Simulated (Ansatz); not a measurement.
Molecule: B₂H₆, charge -2, multiplicity 1. It need not be the lowest isomer of its formula. SMILES: [BH3-][BH3-]
Geometry: optimised at B3LYP-D3(BJ)/def2-TZVP (Ansatz, a quantum-chemistry and plane-wave program).

Parts of the frozen-core correlation energy in STO-3G (Ansatz, hartree). Frozen orbitals: 2; correlated occupied orbitals by spin: 7 and 7; virtual: 7 and 7. No spin-orbit coupling. No relativistic terms.

```csv
term,value
reference (HF),-51.69476
MP2 opposite-spin,-0.08415
MP2 same-spin,-0.00481
CCSD correlation,-0.12518
(T),-0.00071
FCI minus CCSD(T),-0.00019
T1 diagnostic,0.006
largest doubles amplitude,0.081
```
